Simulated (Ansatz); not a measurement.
`C[NH][Al]([F])[Cl]`, charge 0, multiplicity 1.

Give a relaxed structure at PBE0-D4/def2-TZVP (the Gaussian-basis code of Ansatz). (Estimate.)

The calculation gave: 
Cartesian coordinates in Å:
```
C -0.071 0.391 1.273
N 0.516 -0.154 0.064
Al -0.230 -0.356 -1.503
F -1.791 0.103 -1.726
Cl 0.830 -1.171 -3.098
H 0.464 1.280 1.624
H -1.105 0.687 1.084
H -0.085 -0.339 2.089
H 1.474 -0.440 0.193
```
Point group Cs.
This is one stationary point; other conformers may exist.
